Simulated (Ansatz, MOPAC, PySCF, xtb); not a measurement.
Pair of molecules: HBr (SMILES Br) (first 2 atoms) with H4OSi (SMILES O[SiH3]); geometry from B3LYP-D3(BJ)/def2-TZVP, rigid monomers moved along the line of their centres of mass till Br1···H5 is 3.80 Å.
(charge 0, multiplicity 1):
```xyz
8

Br    -0.467    -1.377    -0.096
H      0.413    -0.308     0.254
O     -0.898     0.321     4.197
Si     0.702     0.658     4.398
H     -1.145    -0.267     3.476
H      1.486    -0.535     4.800
H      0.784     1.697     5.442
H      1.304     1.177     3.137
```

Counterpoise-corrected where a basis set is named; no monomer relaxation.

The state reached by AM1 isn't checked.

Programs: Ansatz (Gaussian basis) for Hartree–Fock, density functionals and correlated methods; MOPAC for AM1 (differences of heats of formation); PySCF for the dispersion terms; xtb for the GFN methods. 

Q: One of these levels gives -28.6 meV for the interaction energy. Which?
A. PBE-D3(BJ)/def2-TZVPPD
B. AM1
C. GFN-FF

A: C, GFN-FF. The others give -2.6 (AM1), -55.9 (PBE-D3(BJ)/def2-TZVPPD)

Ansatz is a quantum-chemistry and plane-wave program.
